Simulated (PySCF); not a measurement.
CrO₂Cl, SMILES [Cr+](=[O])([Cl])=[O], charge +1, multiplicity 1. The structure is a stationary point at PBE-D3(BJ)/def2-SVP. The multiplicity is an assumed one; other spin states were not compared. The isomer is the one that the SMILES or the coordinates give; other isomers of the formula were not compared.

Calculation: PBE-D3(BJ)/def2-SVP (PySCF).

Harmonic wavenumbers (cm⁻¹): 246, 249, 414, 502, 1104, 1104. Rotational constants (GHz): 8.630, 3.439, 2.695; symmetry number 1.

Work out the zero-point energy and the ideal-gas rigid-rotor harmonic-oscillator thermochemistry at 298.15 K and 1 atm.

ZPE = ½ Σ hcν = ½ × 3619 cm⁻¹ = 5.17 kcal/mol. H − E(el) = 8.51 kcal/mol. Entropy in cal/(mol K): translation 40.25, rotation 25.80, vibration 5.19, total 71.23. G − E(el) = -12.72 kcal/mol. Cp = 14.72 cal/(mol K).
